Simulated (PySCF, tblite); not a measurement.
Isomers of CH12OSSi5. All values are computed: GFN2-xTB (tblite) harmonic vibrations without scaling, gas phase. Errors from tens to a few hundred cm⁻¹ against measured bands are possible. Modes of hydrogen on silicon can be 10 to 20 % off. One conformer each.

Electronic energies: PBE0/pcSseg-1 single points on the GFN2-xTB geometries (PySCF, gas phase).

```csv
SMILES,"electronic energy, lowest = 0 (kJ/mol)"
CS[Si]1(O)[SiH2][SiH2][SiH2][SiH2]1,0.0
[SiH3]O[SiH2][Si@]1([SiH3])[SiH2]CS1,14.6
CS[Si@@H]1[SiH2][SiH2][SiH2][Si@H]1O,10.1
```

Q: How do GFN2-xTB zero-point energies change the relative energies?

A: 
```json
{"SMILES": "CS[Si]1(O)[SiH2][SiH2][SiH2][SiH2]1", "ZPE (kJ/mol)": "309.7", "of it from modes above 1550 cm⁻¹": "180.5", "electronic (kJ/mol)": "0.0", "with ZPE, lowest = 0 (kJ/mol)": "0.0", "lowest mode (cm⁻¹)": "11", "rings": "1"}
{"SMILES": "CS[Si@@H]1[SiH2][SiH2][SiH2][Si@H]1O", "ZPE (kJ/mol)": "310.1", "of it from modes above 1550 cm⁻¹": "179.6", "electronic (kJ/mol)": "10.1", "with ZPE, lowest = 0 (kJ/mol)": "10.5", "lowest mode (cm⁻¹)": "31", "rings": "1"}
{"SMILES": "[SiH3]O[SiH2][Si@]1([SiH3])[SiH2]CS1", "ZPE (kJ/mol)": "298.5", "of it from modes above 1550 cm⁻¹": "168.9", "electronic (kJ/mol)": "14.6", "with ZPE, lowest = 0 (kJ/mol)": "3.3", "lowest mode (cm⁻¹)": "13i", "rings": "1"}
```

The zero-point energies span 11.6 kJ/mol, from `[SiH3]O[SiH2][Si@]1([SiH3])[SiH2]CS1` to `CS[Si@@H]1[SiH2][SiH2][SiH2][Si@H]1O`. Slightly imaginary modes are left out of the zero-point energy: `[SiH3]O[SiH2][Si@]1([SiH3])[SiH2]CS1` 12.7i cm⁻¹. The lowest isomer stays, but the order above it changes.

Q: And how do the electronic energies of GFN2-xTB itself compare?

A: `CS[Si]1(O)[SiH2][SiH2][SiH2][SiH2]1` 239.6; `CS[Si@@H]1[SiH2][SiH2][SiH2][Si@H]1O` 224.0; `[SiH3]O[SiH2][Si@]1([SiH3])[SiH2]CS1` 0.0 kJ/mol, lowest = 0. Against the energies above, taken from the same isomer `CS[Si]1(O)[SiH2][SiH2][SiH2][SiH2]1`, the largest difference is 254.2 kJ/mol.
